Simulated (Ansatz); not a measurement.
The O4–H5 bond of GaH3O (SMILES [OH][GaH2]) is stretched (multiplicity 1, the rest rigid).
Geometry at rest (charge 0, multiplicity 1):
```xyz
5

Ga    -0.22522    -0.28437     0.02582
H      0.06027    -1.29718     1.17225
H     -1.35945    -0.30870    -1.05293
O      0.93818     1.08728    -0.02402
H      0.77556     1.72301    -0.72755
```

Correlated levels freeze the cores. Filled d and f shells under p-block atoms count as core.

Run with Ansatz (Gaussian basis) for Hartree–Fock, density functionals and correlated methods. 

Energies above the point at 0.962 Å (the B3LYP-D3(BJ) bond length), FIC-MRCISD+Q on CASSCF(4,3)/cc-pVTZ (kcal/mol): 6.45 at 0.866 Å; 4.95 at 1.058 Å; 119.17 at 3.079 Å.

### Question
Take the last value as the depth D of a Morse curve D(1 − e^(−a(R − R₀)))², fit a and R₀ to the two near points, and test it at 1.299 and 1.684 Å.

### Answer

With D = 119.2, both near points (counted from the curve's value at 0.962 Å) are met by a = 2.27 Å⁻¹ and R₀ = 0.958 Å, so k = 2Da² = 1230 kcal/(mol Å²). The curve then gives 34.6 and 77.7 kcal/mol; the level itself gives 35.4 and 82.8, so Morse is off by -0.8 and -5.0.

Doubts at one or more of the structures used: active orbitals that take no part (FIC-MRCISD+Q on CASSCF(4,3)/cc-pVTZ).

Ansatz is an electronic-structure program.
